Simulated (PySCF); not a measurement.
Vertical excitations of a molecule C4H12Si2 from TDA-PBE/def2-SVPD in PySCF, as energy in eV (oscillator strength): 5.81 (0.024), 5.96 (0.016), 6.05 (0.111), 6.19 (0.066), 6.26 (0.044), 6.41 (0.008). Lowest triplet (TDA): 5.09 eV. The structure is a stationary point at B3LYP-D3(BJ)/def2-SVP. Other conformers were not sampled.

Task: Identify the compound among the candidates.
A) C=C[C@@H]([SiH3])[SiH2]C
B) CC[C@@H]1C[SiH2][SiH2]1
C) C[C@@H]([SiH3])/C=C/[SiH3]
D) C[Si@H]1CC[SiH2]C1

Result: B, CC[C@@H]1C[SiH2][SiH2]1
